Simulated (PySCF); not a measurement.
# C$_{7}$H$_{10}$O$_{2}$Si: full NMR table

| Property | Result |
| --- | --- |
| Formula | C7H10O2Si |
| SMILES | C=CC#CC(=O)[C@@H]([SiH3])OC |
| InChI | InChI=1S/C7H10O2Si/c1-3-4-5-6(8)7(10)9-2/h3,7H,1H2,2,10H3/t7-/m1/s1 |
| Point group of the computed structure | C1 |
| Degrees of unsaturation | 4 |
| Carbon signals | 7 |
| Proton signals | 6 |

Mapped SMILES: `[CH2:1]=[CH:2][C:3]#[C:4][C:5](=[O:6])[C@@H:7]([SiH3:8])[O:9][CH3:10]`. Each H is labelled by its parent atom. Ha(C1) is cis to C3; Hb(C1) is trans to C3.

Computed data (PySCF 2.14): geometry from GFN2-xTB, shielding tensors at PBE0/pcSseg-1 (GIAO). Fast rotation and ring inversion assumed for equivalent nuclei, relativity neglected, single conformer, in vacuum.

References, each an isolated molecule treated in the same way: ¹H (σref 31.72) and ¹³C (σref 186.93) and ²⁹Si (σref 349.16) vs TMS; ¹⁷O (σref 336.08) against H2O.

| carbon | δC, type | δH (multiplicity) | HMBC from (2–3 bonds) | span of the C tensor (ppm) |
| --- | --- | --- | --- | --- |
| C1 | 146.1, CH2 | Hb(C1) 6.32 (m); Ha(C1) 6.59 (m) | H(C2) | 251 |
| C2 | 124.3, CH | 6.37 (m) | Ha(C1), Hb(C1) | 213 |
| C3 | 100.5, C | – | Ha(C1), H(C2), Hb(C1) | 213 |
| C4 | 94.7, C | – | H(C2), H(C7) | 202 |
| C5 | 195.6, C | – | H(Si8), H(C7) | 189 |
| C7 | 86.9, CH | 3.90 (m) | H(Si8), H(C10) | 41 |
| C10 | 62.5, CH3 | 3.65 (s) | H(C7) | 93 |

Other nuclei:
```csv
atoms,nucleus,environment,δ (ppm),σ (ppm)
H(Si8),¹H,hydrogen on a silicon bonded to C,3.94,27.78
Si8,²⁹Si,"silicon bonded to C, 3 H",-59.6,408.7
O6,¹⁷O,ketone oxygen,680.7,-344.6
O9,¹⁷O,ether oxygen,29.1,307.0
```

- Carbon types of the structure: 3 × C, 2 × CH, 1 × CH2, 1 × CH3, leaving 3 H on heteroatoms.
- δC 146.1: terminal =CH2 carbon; an sp2 carbon of a C=C bond.
- δC 124.3: alkene CH; the olefinic region.
- δC 100.5, 94.7: alkyne carbon; sp carbons lie upfield of alkene carbons because the cylindrical π system leaves one tensor component strongly shielded.
- δC 86.9: sp3 CH bonded to O and Si, α to a carbonyl; deshielded by the electronegative neighbour.
- δC 62.5: methyl carbon bonded to O; deshielded by the electronegative neighbour.

Shifts are as computed. Against solution values, carbons near 30 ppm lie about +3 ppm off and those near 130 ppm about +5 ppm. Of 1309 compounds with measured shifts, 239 miss one by over three times the rms of a fit or turn the order of signals round; such compounds aren't used in these exercises. Unscaled 17O shifts of doubly bonded oxygen tend to come out too high, by tens of ppm or more. Experimental scales use liquid or dissolved standards, which lie at an offset from isolated H2O (liquid H2O: subtract about 36 ppm). No couplings were computed; multiplicities are counted from neighbouring protons, with m where these are inequivalent, close in shift, in a saturated or five-membered ring or joined by F or P, and br s for small geminal =CH2 splittings.
